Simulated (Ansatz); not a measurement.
C₂H₇BS₂. Charge 0, multiplicity 1. The bonds changed during the relaxation, so this is another structure than the one it started from. The structure was optimised at the PBE0-D4/def2-TZVP level. It is one conformer, not always the lowest.

```xyz
12

C    -1.481    0.347   -0.447
B    -0.327    1.276    0.095
S     1.304    1.484   -0.895
S     1.301    0.444    0.864
C     1.293   -1.293    0.398
H    -1.151   -0.470   -1.093
H    -2.083   -0.070    0.366
H    -2.158    0.964   -1.048
H    -0.583    2.217    0.792
H     2.294   -1.574    0.072
H     0.570   -1.467   -0.395
H     1.022   -1.859    1.292
```

(1) What is the dipole moment at r2SCAN/def2-TZVPP? (An estimate is asked.)

(2) And with PBE, B3LYP, ωB97M-V? (An estimate is asked.)

(3) Give the Mulliken charges with r2SCAN, ωB97M-V, B3LYP in def2-TZVPP. (Estimate.)

Results:

(1) Ansatz gave: 2.94 D, with components (0.49, -2.82, 0.68) D in this frame, pointing from negative to positive charge.

(2) Ansatz gave: PBE 2.86 D, B3LYP 2.86 D, ωB97M-V 2.88 D.

(3) Computed: 
```tsv
atom	r2SCAN	ωB97M-V	B3LYP
C1	-0.26	-0.37	-0.32
B2	0.05	-0.12	0.04
S3	-0.19	-0.15	-0.20
S4	0.11	0.13	0.09
C5	-0.15	-0.32	-0.25
H6	0.04	0.09	0.07
H7	0.06	0.12	0.09
H8	0.07	0.11	0.09
H9	-0.02	0.07	0.01
H10	0.10	0.15	0.13
H11	0.10	0.15	0.13
H12	0.09	0.14	0.12
```

B3LYP here is the variant with VWN-RPA as its local correlation; programs differ in this.
